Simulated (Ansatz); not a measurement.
Ansatz (a quantum-chemistry and plane-wave program) input:

Ansatz 0.2 input:
```yaml
crystal:
  periodic: [false, false, false]
  atoms:
    - {symbol: Cr, position_ang: [-0.00000000, -0.00000000, -1.11168607]}
    - {symbol: Mo, position_ang: [0.00000000, 0.00000000, 0.63524918]}
basis:
  gaussian:
    orbitals: def2-TZVP
hamiltonian:
  xc: b3lyp
  dispersion: d3bj
phonons: {temperatures: {t_min: 298.15, t_max: 298.15, t_step: 100}}
```

### Question
What final total energy does it print?

### Answer
-1112.58352 Eh (B3LYP-D3(BJ)/def2-TZVP). The basis has 85 functions. The run takes very roughly 26 core-seconds.
